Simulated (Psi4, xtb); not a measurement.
Conformational energy of SMILES c1c[se]c([SiH2]c2nccs2)c1, singlet. Scanned: dihedral Se3–C4–Si5–C6; all other coordinates were relaxed at GFN2-xTB. Points at φ and −φ are mirror images. Heavy atoms are numbered in the order of the SMILES c1c[se]c([SiH2]c2nccs2)c1, hydrogens after them in the order of the atoms that carry them; the mirror image has the same energies with the sign of each dihedral reversed.

- GFN1-xTB // GFN2-xTB (xtb)
- PBE-D3(BJ)/def2-SVP // GFN2-xTB (Psi4)

Energies relative to the lowest point of each profile, in mEh:

| φ / ° | GFN1-xTB |
|---|---|
| -160 | 1.5 |
| -140 | 2.4 |
| -120 | 3.3 |
| -100 | 3.2 |
| -80 | 3.0 |
| 40 | 1.9 |
| 60 | 3.6 |
| 80 | 3.0 |
| 100 | 3.2 |
| 120 | 3.3 |
| 140 | 2.4 |
| 160 | 1.5 |

Question: What does PBE-D3(BJ)/def2-SVP give at the same points?

Answer: -160: 0.0; -140: 0.4; -120: 2.1; -100: 2.6; -80: 2.3; 40: 2.0; 60: 3.1; 80: 2.3; 100: 2.6; 120: 2.1; 140: 0.4; 160: 0.0 (mEh).
